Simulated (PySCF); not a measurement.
# Radial density of O+ (oxygen, charge +1)

UHF, [He] 2s2 2p3, high-spin 4S determinant. Computed with PySCF 2.14 in x2c-SVPall (3s2p1d, 14 functions), with scalar relativity by spin-free X2C-1e.

```tsv
r (bohr)	4πr²ρ (e/bohr)	4πr²(ρα − ρβ)
0.00337	0.04123	0.0002
0.00567	0.1149	0.0005
0.00953	0.3125	0.0013
0.0160	0.8024	0.0034
0.0270	1.875	0.0078
0.0454	3.959	0.0166
0.0763	6.829	0.0341
0.128	8.608	0.0972
0.216	6.510	0.3877
0.363	3.257	1.2047
0.611	3.861	2.4710
1.03	4.021	2.2704
1.73	1.255	0.6757
2.91	0.1078	0.0703
4.89	0.0001467	0.0001
```

Densities and radii are taken from the X2C orbitals without a picture-change correction, which distorts them close to the nucleus.
